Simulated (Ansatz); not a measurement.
Relaxation of BClF₂H₂ (6 atoms, charge 0, multiplicity 1), to a largest force component of 0.03 eV/Å in at most 50 steps.

Theory: Ansatz, RKS PBE0-D4/def2-SVPD.

```xyz
6
Properties=species:S:1:pos:R:3
B -0.085 -0.538 -0.392
H -0.027 0.159 1.899
F 1.056 0.099 -0.533
Cl -1.580 0.223 -0.861
F -0.082 -1.778 0.055
H -0.073 -0.547 1.793
```

Task: Where does it end, and by what steps?

Result: The run converged. After 9 steps the energy has fallen by 0.138 eV; H6 moved furthest, 0.48 Å.

```json
{"step": "0", "energy less start (eV)": "0.0000", "largest force component (eV/Å)": "1.796", "accepted": "yes"}
{"step": "1", "energy less start (eV)": "-0.0675", "largest force component (eV/Å)": "0.878", "accepted": "yes"}
{"step": "2", "energy less start (eV)": "-0.1208", "largest force component (eV/Å)": "0.750", "accepted": "yes"}
{"step": "3", "energy less start (eV)": "-0.1253", "largest force component (eV/Å)": "0.705", "accepted": "yes"}
{"step": "4", "energy less start (eV)": "-0.1328", "largest force component (eV/Å)": "0.468", "accepted": "yes"}
{"step": "5", "energy less start (eV)": "-0.1353", "largest force component (eV/Å)": "0.290", "accepted": "yes"}
{"step": "6", "energy less start (eV)": "-0.1373", "largest force component (eV/Å)": "0.048", "accepted": "yes"}
{"step": "7", "energy less start (eV)": "-0.1375", "largest force component (eV/Å)": "0.030", "accepted": "yes"}
{"step": "8", "energy less start (eV)": "-0.1370", "largest force component (eV/Å)": "0.118", "accepted": "no"}
{"step": "9", "energy less start (eV)": "-0.1377", "largest force component (eV/Å)": "0.003", "accepted": "yes"}
```

```xyz
6
Properties=species:S:1:pos:R:3
B -0.081 -0.595 -0.588
H -0.039 0.280 2.146
F 1.058 0.055 -0.667
Cl -1.587 0.212 -0.944
F -0.070 -1.867 -0.257
H -0.072 -0.469 2.270
```

Run time: 21 s on 2 threads of Arm Neoverse V1, with other jobs on the host, peak memory 0.2 GiB.
